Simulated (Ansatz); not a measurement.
One change: `F[CH2][AlH][SiH3]` becomes `F[CH2][AlH][O][SiH3]`.

Ansatz, PBE0-D4/def2-TZVP geometries, multiplicity 1. Each molecule was computed in one conformer, which needn't be the lowest.

```
                                      property  `F[CH2][AlH][SiH3]`
             HOMO energy (PBE/def2-TZVPP) / eV                -6.28
           LUMO energy (B3LYP/def2-TZVPP) / eV                -2.18
           HOMO energy (B3LYP/def2-TZVPP) / eV                -7.31
          HOMO–LUMO gap (PBE0/def2-TZVPP) / eV                 5.53
       HOMO–LUMO gap (ωB97M-V/def2-TZVPP) / eV                 9.22
size of the dipole moment (PBE/def2-TZVPP) / D                 1.49
```

**Question.** What does the change do to each property? (Best estimate.)

**Answer.** Ansatz gave: 
```json
{"property": "HOMO energy (PBE/def2-TZVPP) / eV", "`F[CH2][AlH][O][SiH3]`": "-6.44", "shift": "-0.16"}
{"property": "LUMO energy (B3LYP/def2-TZVPP) / eV", "`F[CH2][AlH][O][SiH3]`": "-1.22", "shift": "0.96"}
{"property": "HOMO energy (B3LYP/def2-TZVPP) / eV", "`F[CH2][AlH][O][SiH3]`": "-7.66", "shift": "-0.35"}
{"property": "HOMO–LUMO gap (PBE0/def2-TZVPP) / eV", "`F[CH2][AlH][O][SiH3]`": "6.88", "shift": "1.35"}
{"property": "HOMO–LUMO gap (ωB97M-V/def2-TZVPP) / eV", "`F[CH2][AlH][O][SiH3]`": "10.70", "shift": "1.48"}
{"property": "size of the dipole moment (PBE/def2-TZVPP) / D", "`F[CH2][AlH][O][SiH3]`": "1.73", "shift": "0.24"}
```

With PBE0 the HOMO falls by 0.35 eV and the LUMO rises by 1.00 eV, so the gap widens by about 1.35 eV. PBE moves the HOMO by -0.16 eV and ωB97M-V by -0.57 eV. Dipoles are sizes alone; their direction can turn.

B3LYP here is the variant with VWN-RPA as its local correlation; programs differ in this.
